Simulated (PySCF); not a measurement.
This PySCF input asks for the NMR shieldings of `InChI=1S/C3H7BClN/c1-3-6-4(2)5/h4H,1-2H3/t4-/m0/s1`; the geometry comes from GFN2-xTB.

```python
import basis_set_exchange as bse
import numpy as np
from pyscf import gto, dft
from pyscf.prop import nmr

atoms = """
C     2.603967   -0.593147    0.174796
C     1.288240   -0.133577   -0.119039
N     0.229287    0.241707   -0.356989
B    -1.124732    0.855880   -0.421472
C    -2.203495   -0.247393    0.075500
Cl   -0.926013    2.250303    0.808322
H     3.287015   -0.298682   -0.621976
H     2.934079   -0.148089    1.113999
H     2.604537   -1.679007    0.270407
H    -1.280339    1.283511   -1.515108
H    -2.234366   -1.099783   -0.600498
H    -3.199187    0.186782    0.099999
H    -1.983382   -0.618018    1.074330
"""
names = dict.fromkeys(["C", "N", "B", "Cl", "H"], "pcSseg-1")
basis = {el: gto.basis.parse(bse.get_basis(n, elements=[el], fmt="nwchem")) for el, n in names.items()}
mol = gto.M(atom=atoms, basis=basis, charge=0, verbose=0)
mf = dft.RKS(mol, xc="PBE0")
mf.grids.level = 2
mf.grids.alignment = dft.numint.BLKSIZE   # the property module wants whole blocks of grid points
mf.conv_tol = 1e-9
mf.kernel()

calc = nmr.RKS(mf)   # GIAO
C = mf.mo_coeff
Co = C[:, mf.mo_occ > 0]
resp = mf.gen_response(singlet=True, hermi=2)
def vind(x):   # induced exchange potential for any number of trial vectors
    d = np.einsum("pi,xij,qj->xpq", C, 2 * x.reshape(-1, C.shape[1], Co.shape[1]), Co, optimize=True)
    return np.einsum("xpq,pi,qj->xij", resp(d - d.transpose(0, 2, 1)), C, Co, optimize=True).ravel()
mo1, _ = nmr.rhf.solve_mo1(calc, with_cphf=vind)
sigma = calc.kernel(mo1)
for i, s in enumerate(sigma):   # ppm
    w = np.linalg.eigvalsh((s + s.T) / 2)
    print("%2d %-2s iso %8.1f  s11 %8.1f  s22 %8.1f  s33 %8.1f" % (i, mol.atom_pure_symbol(i), w.mean(), *w))
```

Problem. What are the results?

Solution. 
```
 0 C  iso    185.1  s11    176.7  s22    177.6  s33    201.0
 1 C  iso     62.5  s11    -21.9  s22    -19.2  s33    228.6
 2 N  iso     33.3  s11   -127.9  s22   -119.6  s33    347.5
 3 B  iso    118.2  s11    105.8  s22    120.8  s33    127.8
 4 C  iso    176.4  s11    166.4  s22    173.5  s33    189.2
 5 Cl iso    909.2  s11    736.3  s22    966.6  s33   1024.7
 6 H  iso     29.3  s11     24.2  s22     26.9  s33     36.6
 7 H  iso     29.1  s11     24.2  s22     27.5  s33     35.7
 8 H  iso     29.3  s11     24.3  s22     27.1  s33     36.5
 9 H  iso     28.6  s11     26.3  s22     27.5  s33     32.1
10 H  iso     31.8  s11     27.7  s22     28.9  s33     38.7
11 H  iso     31.2  s11     27.1  s22     28.8  s33     37.8
12 H  iso     31.7  s11     28.7  s22     30.4  s33     36.2
```

These numbers come from an equivalent density-fitted implementation of the same equations, which agrees with the script to about 0.01 ppm for H and up to a few tenths of a ppm for heavy atoms, so last digits may differ.

Size and cost of the density-fitted run: 144 basis functions, 18 s wall time on 1 thread of an Arm Neoverse V1, shared host; peak memory 0.69 GiB.
